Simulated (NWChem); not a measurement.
# CH₉NSi₂; SMILES [SiH3]CN[SiH3]

```xyz
13

Si     0.1252    -2.1974    -0.1102
C     -0.6964    -0.5119     0.1817
N      0.2943     0.5326     0.3584
Si     0.0637     2.1860    -0.1136
H     -0.8974    -3.2894    -0.1472
H      1.0785    -2.4724     1.0113
H      0.8901    -2.1921    -1.3927
H     -1.3028    -0.2914    -0.7153
H     -1.4244    -0.5856     1.0166
H      0.9641     0.3477     1.0976
H     -1.0050     2.9254     0.6419
H     -0.3220     2.2288    -1.5578
H      1.3615     2.8904     0.1067
```
Atoms are numbered in this order, from 1.

Geometry: optimised at PBE0/def2-SVP. No frequency run checked for a minimum.

### Question
Give the principal values of the shielding tensors (ppm) of Si1, C2, N3, Si4 from PBE0/pcSseg-1, GIAO (NWChem), with their diamagnetic and paramagnetic parts as GIAO splits them.

### Answer
```
atom    σ11    σ22    σ33  isotropic  diamagnetic  paramagnetic
----  -----  -----  -----  ---------  -----------  ------------
Si1   381.5  399.5  466.5      415.8        880.4        -464.6
C2    131.2  145.6  193.2      156.7        249.9         -93.2
N3    213.6  262.0  297.0      257.6        323.0         -65.4
Si4   353.2  375.2  479.3      402.6        880.6        -478.0
```
